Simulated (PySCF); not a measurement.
Z-matrix (Å, degrees):
```
Mo
O 1 1.6657
F 1 1.8534 2 105.06
F 1 1.8534 2 105.06 3 180.00
F 1 1.8535 2 105.02 4 -90.00
F 1 1.8535 2 105.02 5 180.00
```
Charge 0, multiplicity 1.

Task: Predict the LUMO, HOMO–LUMO gap and dipole moment from PySCF 2.14.0 with TPSSh-D3(BJ)/def2-TZVP // PBE-D3(BJ)/def2-SVP.

Result: 
- LUMO: -5.62 eV
- HOMO–LUMO gap: 5.30 eV
- dipole moment: 0.00 D
